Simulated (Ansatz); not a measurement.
A geometry relaxed with B3LYP-D3(BJ)/def2-TZVP run with Ansatz (an electronic-structure program), charge 0, multiplicity 1:

```xyz
13

H      2.9893     1.1337    -1.0292
H      3.0953    -1.2241    -0.5819
Si     2.4938     0.0577    -0.1307
H     -2.1178     2.1408    -1.2517
Si    -1.2756     2.0791    -0.0255
H     -1.9199    -2.3918    -1.1253
Al     0.0356    -0.0070    -0.0121
H      3.0323     0.3427     1.2288
H     -0.4443     3.3105     0.0047
H     -2.1973    -2.1082     1.2341
H     -0.3044    -3.3154     0.3851
H     -2.2002     2.1324     1.1390
Si    -1.1845    -2.1420     0.1451
```

**Question.** Write the SMILES of this molecule.

**Answer.** `[SiH3][Al]([SiH3])[SiH3]`
